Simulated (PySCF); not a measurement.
Spectrum to structure. The calculation used TDDFT CAM-B3LYP/def2-SVPD, vertical, gas phase, core orbitals frozen in the response in PySCF. Geometries: GFN2-xTB, one conformer each.

| state | ν̃ (cm⁻¹) | f | main configurations (H = HOMO, L = LUMO) |
| --- | --- | --- | --- |
| S1 | 43250 | 0.052 | H→L (75%), H→L+1 (18%) |
| S2 | 44260 | 0.049 | H→L+1 (78%), H→L (16%) |
| S3 | 49380 | 0.0097 | H→L+2 (43%), H→L+3 (38%) |
| S4 | 50430 | 0.0068 | H→L+3 (50%), H→L+2 (44%) |
| S5 | 52830 | 0.010 | H→L+5 (38%), H-1→L+1 (20%), H→L+6 (12%) |
| S6 | 54030 | 0.075 | H-1→L+1 (37%), H→L+5 (30%), H→L+7 (8%) |
| S7 | 55720 | 0.044 | H→L+4 (41%), H-1→L (26%), H-1→L+2 (24%) |
| S8 | 56940 | 0.0045 | H→L+4 (30%), H-1→L (29%), H-1→L+1 (9%) |

Question: Which candidate is it? All have the formula C6H9NO.
A. `C(Cc1ncco1)C`
B. `CN(C)C1=COC=C1`
C. `O=CNC1CC=CC1`

Answer: B. Its S1, at 5.36 eV, is the lowest among the candidates; the nearest of the others has S1 at 5.84 eV. S1 is HOMO→LUMO (75%), HOMO→LUMO+1 (18%). Löwdin shares by element: HOMO carbon 37% or more, nitrogen 30%, oxygen 8% (atoms not listed hold the other 25%); LUMO carbon 38% or more, hydrogen 6% or more (atoms not listed hold the other 55%). At the same level the other candidates give, for their lowest levels:
- `CCCc1ncco1`: 6.31 eV (f 0.245); 6.58 eV (f 0.003); 6.78 eV (f 0.021); 7.39 eV (f 0.041); 7.55 eV (f 0.007); T1 4.18 eV; HOMO -8.27, LUMO 1.02 eV
- `O=CNC1CC=CC1`: 5.84 eV (f 0.001); 6.86 eV (f 0.001); 6.87 eV (f 0.010); 7.18 eV (f 0.078); 7.20 eV (f 0.243); T1 4.42 eV; HOMO -8.70, LUMO 1.10 eV

Conformer computed: `[CH3:1][N:2]([CH3:3])[c:4]1[cH:5][cH:6][o:7][cH:8]1`: C1–N2–C4–C5 27°.
Triplets come from the Tamm–Dancoff approximation.
